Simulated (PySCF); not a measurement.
Spin-rotation constants: `[CH3][Ge]([CH3])([N]=C=S)[N]=C=S`, C4H6GeN2S2

Cartesian coordinates in Å; atom numbers follow the order of the lines, from 1:
```xyz
15

Ge   -0.1448    0.0005   -0.1047
N    -0.0284    0.0169    1.6983
C    -0.0208    0.0051    2.8907
S    -0.0150   -0.0052    4.4431
N     1.5931   -0.0177   -0.5963
C     2.7259   -0.0067   -0.9685
S     4.1971    0.0009   -1.4634
C    -0.9155    1.7294   -0.6773
H    -0.8252    1.8414   -1.7543
H    -0.3870    2.5480   -0.1943
H    -1.9664    1.7836   -0.4067
C    -0.9412   -1.7278   -0.6418
H    -1.9363   -1.8296   -0.2180
H    -0.3224   -2.5470   -0.2832
H    -1.0131   -1.7918   -1.7237
```

Method used: GIAO PBE/def2-SVP magnetisability, rotational g tensor and spin-rotation constants, non-relativistic, gas phase in PySCF. Geometry: GFN2-xTB.

The calculation is non-relativistic, which matters for the atoms heavier than Zn.

Give the nuclear spin-rotation constants along the inertial axes (H = +C I·J) beside the isotropic shieldings.

Rotational constants 0.9976, 0.4463, 0.3502 GHz. A star marks the isotopologue with that one atom substituted, in its own axes.
```
atom  isotope  Caa (kHz)  Cbb (kHz)  Ccc (kHz)  mean (kHz)  σ (ppm)
  N2      14N      0.041      0.032      0.038       0.037    157.1
  N5      14N      0.042      0.031      0.038       0.037    157.3
  H9       1H     -0.026     -0.038     -0.039      -0.034     31.1
 H10       1H     -0.124     -0.029     -0.009      -0.054     30.7
 H11       1H     -0.046     -0.028     -0.040      -0.038     31.1
 H13       1H     -0.028     -0.037     -0.039      -0.035     31.1
 H14       1H     -0.124     -0.029     -0.009      -0.054     30.7
 H15       1H     -0.044     -0.029     -0.040      -0.038     31.1
 Ge1    73Ge*     -0.285     -0.127     -0.084      -0.165   1489.1
  C3     13C*      0.167      0.133      0.154       0.151     62.2
  S4     33S*      0.085      0.058      0.063       0.069    764.9
  C8     13C*      0.116      0.053      0.038       0.069    184.9
```
For the geometry as given, no vibrational averaging.
